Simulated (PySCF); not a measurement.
Al(GeH3)(H)(Me) (CH7AlGe), SMILES [CH3][AlH][GeH3].

Coordinates come from a PBE0-D3(BJ)/def2-SVP optimisation. The structure was generated by enumeration; whether it is a known compound was not checked.

Method: PBE0-D3(BJ)/def2-SVP (PySCF).

Frequencies are harmonic and unscaled.

A small imaginary wavenumber (i) marks a very flat motion, where grid noise or a shallow saddle decides the sign.

Computed vibrational spectrum:
```json
[
 {"mode": "1", "ν (cm⁻¹)": "10i", "IR (km/mol)": "0.0", "moving atoms (share of kinetic energy)": "H 98 %"},
 {"mode": "2", "ν (cm⁻¹)": "9", "IR (km/mol)": "0.0", "moving atoms (share of kinetic energy)": "H 85 %, Al 10 %"},
 {"mode": "3", "ν (cm⁻¹)": "121", "IR (km/mol)": "3.3", "moving atoms (share of kinetic energy)": "C 36 %, H 30 %, Al 25 %, Ge 10 %"},
 {"mode": "4", "ν (cm⁻¹)": "305", "IR (km/mol)": "2.8", "moving atoms (share of kinetic energy)": "Al 50 %, Ge 27 %, H 16 %"},
 {"mode": "5", "ν (cm⁻¹)": "322", "IR (km/mol)": "50.1", "moving atoms (share of kinetic energy)": "H 97 %"},
 {"mode": "6", "ν (cm⁻¹)": "393", "IR (km/mol)": "21.6", "moving atoms (share of kinetic energy)": "H 86 %, Al 9 %"},
 {"mode": "7", "ν (cm⁻¹)": "413", "IR (km/mol)": "9.5", "moving atoms (share of kinetic energy)": "H 89 %, Al 8 %"},
 {"mode": "8", "ν (cm⁻¹)": "558", "IR (km/mol)": "25.2", "moving atoms (share of kinetic energy)": "H 85 %, C 13 %"},
 {"mode": "9", "ν (cm⁻¹)": "631", "IR (km/mol)": "55.4", "moving atoms (share of kinetic energy)": "H 74 %, C 16 %, Al 10 %"},
 {"mode": "10", "ν (cm⁻¹)": "657", "IR (km/mol)": "103.3", "moving atoms (share of kinetic energy)": "Al 39 %, C 38 %, H 23 %"},
 {"mode": "11", "ν (cm⁻¹)": "750", "IR (km/mol)": "377.9", "moving atoms (share of kinetic energy)": "H 82 %, C 12 %"},
 {"mode": "12", "ν (cm⁻¹)": "805", "IR (km/mol)": "22.9", "moving atoms (share of kinetic energy)": "H 93 %"},
 {"mode": "13", "ν (cm⁻¹)": "889", "IR (km/mol)": "33.1", "moving atoms (share of kinetic energy)": "H 99 %"},
 {"mode": "14", "ν (cm⁻¹)": "891", "IR (km/mol)": "38.6", "moving atoms (share of kinetic energy)": "H 99 %"},
 {"mode": "15", "ν (cm⁻¹)": "1206", "IR (km/mol)": "23.6", "moving atoms (share of kinetic energy)": "H 80 %, C 20 %"},
 {"mode": "16", "ν (cm⁻¹)": "1414", "IR (km/mol)": "1.6", "moving atoms (share of kinetic energy)": "H 96 %"},
 {"mode": "17", "ν (cm⁻¹)": "1421", "IR (km/mol)": "2.8", "moving atoms (share of kinetic energy)": "H 95 %"},
 {"mode": "18", "ν (cm⁻¹)": "1908", "IR (km/mol)": "226.9", "moving atoms (share of kinetic energy)": "H 97 %"},
 {"mode": "19", "ν (cm⁻¹)": "2117", "IR (km/mol)": "91.0", "moving atoms (share of kinetic energy)": "H 99 %"},
 {"mode": "20", "ν (cm⁻¹)": "2120", "IR (km/mol)": "121.6", "moving atoms (share of kinetic energy)": "H 98 %"},
 {"mode": "21", "ν (cm⁻¹)": "2128", "IR (km/mol)": "129.5", "moving atoms (share of kinetic energy)": "H 99 %"},
 {"mode": "22", "ν (cm⁻¹)": "3039", "IR (km/mol)": "1.9", "moving atoms (share of kinetic energy)": "H 97 %"},
 {"mode": "23", "ν (cm⁻¹)": "3129", "IR (km/mol)": "3.1", "moving atoms (share of kinetic energy)": "H 91 %, C 9 %"},
 {"mode": "24", "ν (cm⁻¹)": "3162", "IR (km/mol)": "2.9", "moving atoms (share of kinetic energy)": "H 91 %, C 9 %"}
]
```
